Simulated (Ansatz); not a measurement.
Mulliken charges of CH₅NSiTe, SMILES `C1N[SiH2][Te]1` from ωB97M-V/def2-TZVPP in Ansatz (PBE0-D4/def2-TZVP geometry).

```tsv
atom	x (Å)	y (Å)	z (Å)	charge (e)
C1	-0.194	0.961	-0.815	-0.233
N2	0.692	0.304	0.120	-0.309
Si3	-0.057	-1.095	0.767	0.286
Te4	-1.928	-0.377	-0.704	-0.068
H5	0.175	0.975	-1.843	0.158
H6	-0.501	1.963	-0.509	0.158
H7	1.603	0.703	0.276	0.089
H8	0.600	-2.395	0.453	-0.040
H9	-0.301	-1.086	2.237	-0.040
```

By hand: the dipole of these point charges (1 e Å = 4.8032 D).

Σ q r = (0.025, 0.061, -0.035) e Å, of length 0.075 e Å = 0.36 D.

How does the dipole of the full density compare? (An estimate is asked.)

Computed: (0.348, 0.186, 0.035) e Å, 1.90 D; the point charges give 0.19 times that, at 50° from its direction.

Point charges leave out the atoms' own dipoles, such as those of lone pairs, and Mulliken's split depends on the basis, so the two needn't agree.
